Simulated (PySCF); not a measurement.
# Electron affinity of Ag by level of theory

Ag⁻ [Kr] 4d10 5s2 (1S) → Ag [Kr] 4d10 5s1 (2S), as a difference of total energies. All numbers are calculated (PySCF 2.14, a scalar-relativistic core potential, in aug-cc-pVTZ-PP with ECP28MDF). Correlated levels: valence: 4s2 4p6 frozen. The calculations carry no spin-orbit coupling.

```tsv
method	electron affinity (eV)
UHF	0.099
MP2 (valence)	1.052
SCS-MP2 (valence)	1.067
CCSD (valence)	1.099
CCSD(T) (valence)	1.222
```

Errors of the correlated levels include the incompleteness of this basis and the frozen core.

The coupled-cluster amplitudes are large for Ag⁻ (T1 above 0.03 or a double amplitude above 0.15), so a single reference is strained.

Q: Which method comes closest to the reference value, and which is furthest?

A: The reference is 1.304 eV (measured; photodetachment measurements, as compiled on the Wikipedia data page of electron affinities). Closest: CCSD(T) (valence) (error -0.082 eV); furthest: UHF (error -1.205 eV).
